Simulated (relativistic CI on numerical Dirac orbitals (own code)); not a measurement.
## Radial parameters of In28+

Calculated at this level of theory: Dirac-Coulomb-Breit CI, KLI orbitals optimised for each configuration, model QED, unscaled Slater integrals (own radial code, finite nucleus).

Slater integrals F^k, G^k are unscaled and averaged over j, outside the closed core [Ne]; ζ comes from projecting the Hamiltonian with its Breit term on Σ l·s of the shell.

- 3s²3p⁶3d³: F^2(3d,3d) = 356570, F^4(3d,3d) = 229880, ζ(3d) = 31186 cm⁻¹; <r>(3d) = 0.2854, <r^2>(3d) = 0.09468 (bohr units).
- 3s²3p⁵3d⁴: ζ(3p) = 243340, F^2(3d,3d) = 355730, F^4(3d,3d) = 229320, F^2(3p,3d) = 312770, G^1(3p,3d) = 339810, G^3(3p,3d) = 225120, ζ(3d) = 30753 cm⁻¹; <r>(3p) = 0.318, <r^2>(3p) = 0.1168, <r>(3d) = 0.286, <r^2>(3d) = 0.09509 (bohr units).
- 3s3p⁶3d⁴: F^2(3d,3d) = 355390, F^4(3d,3d) = 229090, G^2(3s,3d) = 255940, ζ(3d) = 30987 cm⁻¹; <r>(3s) = 0.3251, <r^2>(3s) = 0.1204, <r>(3d) = 0.2862, <r^2>(3d) = 0.09526 (bohr units).

Problem. Give the Racah parameters of the d shell in 3s²3p⁶3d³.

Solution. B = F²/49 − 5F⁴/441 = 4671 cm⁻¹ and C = 35F⁴/441 = 18244 cm⁻¹.

Averages of the first 10 configurations, taken without configuration mixing, which lowers the lowest level and can move excited configurations by several eV; other configurations of the list can lie among them:

| Configuration | Parity | States | Average energy above the lowest level (eV) |
| --- | --- | --- | --- |
| 3s²3p⁶3d³ | even | 120 | 23.4 |
| 3s²3p⁵3d⁴ | odd | 1260 | 216.6 |
| 3s3p⁶3d⁴ | even | 420 | 366.7 |
| 3s²3p⁶3d²4s | even | 90 | 654.4 |
| 3s²3p⁶3d²4p | odd | 270 | 708.5 |
| 3s²3p⁶3d²4d | even | 450 | 782.6 |
| 3s²3p⁵3d³4s | odd | 1440 | 841.7 |
| 3s²3p⁶3d²4f | odd | 630 | 847.6 |
| 3s²3p⁵3d³4p | even | 4320 | 896.0 |
| 3s3p⁶3d³4s | even | 480 | 993.0 |
